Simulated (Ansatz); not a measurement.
The same ligand exchange along the group B, Al, Ga.

Isolated molecules relaxed with PBE0-D4/def2-TZVP in Ansatz; ΔE leaves out vibrations. CCSD(T)/CBS is the MP2 limit (def2-TZVPP, def2-QZVPP) plus CCSD(T) − MP2 in def2-TZVPP, frozen cores. Functionals use def2-TZVPP. B3LYP here is the variant with VWN-RPA as its local correlation; programs differ in this. For Br, Ga, Se outer-core shells are correlated without core-valence functions, which leaves a few kJ/mol of doubt a bond. Scalar relativity is left out up to krypton. One conformer a species, not always the lowest.

```
                                     reaction  B3LYP-D4 (eV)  CCSD(T)/def2-SVP (eV)
              `FB[SeH]` + HBr → `FBBr` + H₂Se          -0.13                  -0.15
`[F][AlH][SeH]` + HBr → `[F][AlH][Br]` + H₂Se          -0.42                  -0.45
`[F][GaH][SeH]` + HBr → `[F][GaH][Br]` + H₂Se          -0.22                  -0.26
```

Task: Give the CCSD(T)/CBS values in the same order. (Estimate.)

Result: The calculation gave: -0.13, -0.42, -0.21 eV.

Largest T1 diagnostic: 0.012, for `[F][GaH][SeH]`.
